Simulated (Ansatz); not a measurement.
Job for Ansatz (a first-principles code): R-MP2/def2-TZVPP on CH4O2Sn (SMILES C[O][Sn][OH]), a point of a torsion scan. Elements past Kr take the def2 small-core potentials; no spin–orbit coupling. The run froze 12 orbitals, filled d shells among them.

Ansatz 0.2 input:
```yaml
crystal:
  periodic: [false, false, false]
  atoms:
    - {symbol: C, position_ang: [-1.16380722, 0.15561955, -0.66704674]}
    - {symbol: O, position_ang: [-1.00983273, 0.66984992, 0.62815832]}
    - {symbol: Sn, position_ang: [-0.91555130, 0.98422133, 2.62214008]}
    - {symbol: O, position_ang: [-1.40444391, -0.63015249, 3.70449193]}
    - {symbol: H, position_ang: [-2.18998722, -0.18407370, -0.82608394]}
    - {symbol: H, position_ang: [-0.49085162, -0.69007301, -0.82712945]}
    - {symbol: H, position_ang: [-0.93210432, 0.93522318, -1.39923898]}
    - {symbol: H, position_ang: [-1.67141810, -1.51522060, 3.94282677]}
basis:
  gaussian:
    orbitals: def2-TZVPP
magnetization: {spin_polarized: false}
correlation: {method: mp2, electrons: outside_noble_gas}
scf: {lower_state_search: off}
```

The log:

```
WARN ansatz: RAYON_NUM_THREADS=1 ignored (pool sized by the plan → 1); use --threads N
Functional definition: HF
these checks for a lower state are left out or cut short: stability, starts, cluster_reference, orbital_swaps, neighbouring_geometries, increment
integrals: 0.30 GiB planned
1382 factors; integrals over basis functions are off by at most 1.1e-3 eV
mean field: 0.59 GiB planned
mean field evaluation 1: about -10970.1975 eV, gradient 5.6e1 eV
mean field evaluation 2: about -10970.3791 eV, gradient 5.6e1 eV
mean field evaluation 4: about -10976.3140 eV, gradient 3.5e0 eV
mean field evaluation 8: about -10976.3981 eV, gradient 4.9e-1 eV
mean field evaluation 16: about -10976.3993 eV, gradient 2.2e-6 eV
mean field -10976.39930660 eV, -403.3752344468 hartree, gradient 2.2e-6 eV, S^2 0.000000; 0 other end points of the search recorded, 0 dependent functions left out
12 core orbitals not correlated
reference -10976.39930660 eV, -403.3752344468 hartree; 12, 12 occupied and 175, 175 virtual orbitals, 1382 factors
second order -20.38702427 eV of doubles, -0.00000000 eV of singles
Total energy: -10996.78633087 eV, -404.1244437700 hartree
Checks for a lower state left out: stability, starts, cluster_reference, orbital_swaps, neighbouring_geometries, increment
```

The calculation finished and met its thresholds.

Cost: about 6 core-seconds (a rough figure).
